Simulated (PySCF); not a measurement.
Molecule: `[SiH3]CC[SiH2]C=C`, C₄H₁₂Si₂.

Molfile (atoms numbered from 1):
```
C4H12Si2
     RDKit          3D

 18 17  0  0  0  0  0  0  0  0999 V2000
    3.5890    0.1870   -0.8815 C   0  0  0  0  0  0  0  0  0  0  0  0
    2.6086    0.6222   -0.0810 C   0  0  0  0  0  0  0  0  0  0  0  0
    1.2350   -0.4722    0.5637 Si  0  0  0  0  0  4  0  0  0  0  0  0
   -0.4520    0.0382   -0.1187 C   0  0  0  0  0  0  0  0  0  0  0  0
   -1.6041   -0.8380    0.3896 C   0  0  0  0  0  0  0  0  0  0  0  0
   -3.2837   -0.3429   -0.3156 Si  0  0  0  0  0  4  0  0  0  0  0  0
    3.6553   -0.8605   -1.1980 H   0  0  0  0  0  0  0  0  0  0  0  0
    4.3743    0.8527   -1.2577 H   0  0  0  0  0  0  0  0  0  0  0  0
    2.6098    1.6850    0.1984 H   0  0  0  0  0  0  0  0  0  0  0  0
    1.1770   -0.4042    2.0604 H   0  0  0  0  0  0  0  0  0  0  0  0
    1.5305   -1.8861    0.1660 H   0  0  0  0  0  0  0  0  0  0  0  0
   -0.6228    1.0977    0.1432 H   0  0  0  0  0  0  0  0  0  0  0  0
   -0.3928    0.0106   -1.2211 H   0  0  0  0  0  0  0  0  0  0  0  0
   -1.6681   -0.7988    1.4912 H   0  0  0  0  0  0  0  0  0  0  0  0
   -1.4278   -1.8992    0.1395 H   0  0  0  0  0  0  0  0  0  0  0  0
   -3.2689   -0.4634   -1.8076 H   0  0  0  0  0  0  0  0  0  0  0  0
   -3.5864    1.0810    0.0334 H   0  0  0  0  0  0  0  0  0  0  0  0
   -4.3785   -1.2097    0.2226 H   0  0  0  0  0  0  0  0  0  0  0  0
  1  2  2  0
  2  3  1  0
  3  4  1  0
  4  5  1  0
  5  6  1  0
  1  7  1  0
  1  8  1  0
  2  9  1  0
  3 10  1  0
  3 11  1  0
  4 12  1  0
  4 13  1  0
  5 14  1  0
  5 15  1  0
  6 16  1  0
  6 17  1  0
  6 18  1  0
M  END
```

Geometry PBE0-D3(BJ)/def2-SVP throughout; GIAO in PySCF 2.14, gas phase, one conformer, non-relativistic; equivalent atoms averaged; basis pcSseg-1.

For orientation, KT2 gives these absolute shieldings σ: C2 52.5, C4 171.0, H7 25.14, H8 25.08, H9 25.06, H10/H11 26.90, H16/H17/H18 27.24, H14/H15 30.46, H12/H13 30.43 ppm.

A run gave: C2 32.8, C4 161.5, H7 25.68, H8 25.65, H9 25.66, H10/H11 27.99, H16/H17/H18 28.27, H14/H15 31.02, H12/H13 31.01 ppm (absolute shieldings σ).

**Question.** Which functional was used in that run?
A. WP04
B. BLYP
C. wB97X-D
D. LDA
E. PBE0

**Answer.** A. H10/H11 tells them apart best: WP04 gives 27.99, LDA gives 26.31, BLYP gives 27.18, PBE0 gives 27.03, wB97X-D gives 27.17 ppm.
